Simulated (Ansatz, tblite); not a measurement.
Removing and adding an electron: Si(vinyl)2(NHMe)2 (C₆H₁₄N₂Si). Total charge 0; singlet. Geometry: PBE-D4/def2-SVP. Ansatz, gas phase; energy differences of separate SCF runs; the oxidised species was run as a doublet alone; the reduced species was run as a doublet alone.

```xyz
23

Si   -0.144   -0.306   -0.117
C    -0.785   -0.245   -1.889
C    -1.472    0.817   -2.357
H    -0.586   -1.083   -2.586
H    -1.691    1.682   -1.704
H    -1.846    0.880   -3.395
C     1.742   -0.345   -0.153
C     2.485   -0.123   -1.257
H     2.276   -0.594    0.785
H     2.018    0.135   -2.224
H     3.589   -0.183   -1.254
N    -0.892   -1.702    0.615
C    -0.669   -2.139    1.981
H    -1.239   -2.431   -0.011
H     0.146   -2.895    2.097
H    -0.394   -1.261    2.601
H    -1.589   -2.575    2.432
N    -0.592    1.056    0.874
C     0.133    2.299    1.051
H    -1.557    1.074    1.212
H     0.188    2.607    2.120
H     1.177    2.173    0.697
H    -0.296    3.158    0.481
```

The xTB rows come from tblite. HOMO above LUMO, or a gap near zero within one spin, warns that the state may not be the lowest or that an electron is smeared out.

Problem. Estimate orbital energies and vertical ionisation energies and electron affinities at: GFN1-xTB; GFN2-xTB; PBE-D4/def2-TZVP; PBE0-D4/def2-TZVP.

Solution. 
| level | −HOMO (eV) | vertical IE (eV) | −LUMO (eV) | vertical EA (eV) | HOMO–LUMO gap (eV) | IE − EA (eV) | remarks |
| --- | --- | --- | --- | --- | --- | --- | --- |
| GFN1-xTB | 10.46 | 12.98 | 6.88 | 4.26 | 3.57 | 8.72 | – |
| GFN2-xTB | 9.53 | 12.09 | 5.99 | 3.26 | 3.55 | 8.83 | – |
| PBE-D4/def2-TZVP | 5.11 | 7.66 | 1.33 | -0.89 | 3.78 | 8.55 | HOMO above zero (-1 doublet), gap within one spin near zero (+1 doublet) |
| PBE0-D4/def2-TZVP | 6.44 | 8.10 | 0.33 | -1.17 | 6.11 | 9.26 | HOMO above zero (-1 doublet) |

Run but left out: HF/def2-TZVP (singlet: restricted singlet, unstable towards broken spin symmetry).   A HOMO above zero means that the electron is unbound at that level or that self-interaction error raises the level; the energy of removing that electron tells which. Raw xTB energy differences between charge states are shifted by several eV; the methods need an empirical correction for them. Sets without diffuse functions give affinities that are too small. A negative affinity means that the extra electron isn't bound; its size then hangs on the basis.
